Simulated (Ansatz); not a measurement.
Basis-set extrapolation for CH5BClN (`NCBCl`) (PBE0-D4/def2-TZVP geometry, frozen core, Ansatz). Multiplicity 1, RHF reference.

|  | def2-TZVPP | def2-QZVPP |
| --- | --- | --- |
| HF | -579.500097 | -579.518690 |
| MP2 correlation | -0.678106 | -0.730490 |
| CCSD(T) correlation | -0.750306 | not run |

Energies in hartree. Use E(X) = E(∞) + A·exp(−7.88·√X) for Hartree–Fock and E(X) = E(∞) + B·X^(−2.97) for correlation, with X = 3 and 4, and add CCSD(T) minus MP2 of the smaller set to the MP2 limit.

Task: What is the CCSD(T) energy at the basis-set limit?

Result: HF limit: -579.518690 + (-0.018593) × 0.13774 = -579.52125. MP2 limit: -0.730490 + (-0.052384) × 0.74074 = -0.76929. Higher-order term: -0.750306 − (-0.678106) = -0.07220. Total: -580.36274 hartree, 70.5 kcal/mol below CCSD(T)/def2-TZVPP.
